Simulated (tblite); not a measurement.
Species: C8H11OP.
Geometry (GFN2-xTB, Å), atoms numbered from 1 in this order:
```xyz
21
C8H11OP angstrom
C      3.204   -0.705   -0.191
O      1.827   -0.951   -0.068
C      0.948    0.100   -0.080
C      1.370    1.410   -0.210
P      0.347    2.804   -0.235
C     -1.192    2.048   -0.064
C     -1.425    0.687    0.055
C     -2.847    0.225    0.198
C     -0.405   -0.264    0.050
C     -0.754   -1.718    0.188
H      3.446   -0.223   -1.145
H      3.679   -1.684   -0.156
H      3.582   -0.092    0.634
H      2.427    1.616   -0.306
H     -2.048    2.712   -0.047
H     -3.114   -0.449   -0.615
H     -2.982   -0.315    1.135
H     -3.531    1.069    0.185
H      0.144   -2.325    0.172
H     -1.405   -2.033   -0.626
H     -1.281   -1.895    1.125
```

All values are computed: GFN2-xTB (tblite) harmonic vibrations without scaling, gas phase. Errors from tens to a few hundred cm⁻¹ against measured bands are possible. One conformer, not necessarily the lowest.

Harmonic wavenumbers (cm⁻¹): 69.6, 91.8, 124.5, 154.7, 191.4, 229.3, 244.0, 276.2, 340.6, 344.6, 363.8, 395.3, 459.2, 487.1, 522.8, 587.8, 638.7, 731.9, 777.1, 807.3, 861.3, 959.4, 986.4, 1018.3, 1023.5, 1033.0, 1041.0, 1119.0, 1121.9, 1153.5, 1173.4, 1218.4, 1240.6, 1365.9, 1396.2, 1398.0, 1405.6, 1412.9, 1465.6, 1473.3, 1474.9, 1486.2, 1489.0, 1491.5, 1500.3, 1542.7, 2925.9, 2939.5, 2995.7, 3003.9, 3009.1, 3017.7, 3020.0, 3038.5, 3047.3, 3072.1, 3084.9.

A = 1490, B = 1073, C = 631.1 MHz; mass 154.055 u (most abundant isotopes); point group Cs, symmetry number 1.

Task: Zero-point energy?

Result: ½Σν̃ = 36922 cm⁻¹ = 441.68 kJ/mol.

Task: Entropy at 298.15 K, 1 bar (ideal gas, RRHO, classical rotation)?

Result: Translation 171.68, rotation 126.13, vibration 126.12: S = 423.9 J/(mol K).

Task: And Cp and H(298.15 K) − H(0)?

Result: Cp = 176.76 J/(mol K), of which vibrations give 143.50 (their classical limit is 57 R = 473.9); H(298.15 K) − H(0) = 31.03 kJ/mol without the zero-point energy, 21.11 from vibrations.

Task: How do the functions run with temperature in this model?

Result: 
```
 T (K)  S (J/(mol K))  Cp (J/(mol K))  H − H(0) (kJ/mol)  G − H(0) (kJ/mol)  ln q(vib)
    50          246.6            51.4               1.96             -10.37       0.27
   100          291.2            80.6               5.26             -23.86       1.24
373.15          467.3           211.0              45.58            -128.80       8.80
   500          536.5           262.3              75.71            -192.52      12.42
   750          657.7           334.8             151.05            -342.20      19.37
  1000          760.9           381.9             241.04            -519.85      25.87
```

q(vib) and H(0) count from the zero-point level.

Task: What must be added to the electronic energy to get the Gibbs energy at 298.15 K and 1 bar?

Result: ZPE + [H(298.15 K) − H(0)] − T·S = 441.68 + 31.03 − 126.39 = 346.32 kJ/mol.

Task: Which modes carry the vibrational entropy at 298.15 K?

Result: 69.6 cm⁻¹: 17.42; 91.8 cm⁻¹: 15.15; 124.5 cm⁻¹: 12.67; 154.7 cm⁻¹: 10.94; 191.4 cm⁻¹: 9.26; 229.3 cm⁻¹: 7.88 J/(mol K); the other 51 give 52.79 together.

Hindered rotation and anharmonicity are outside this model. Other conformers, if any are populated, would add a mixing term that is left out.
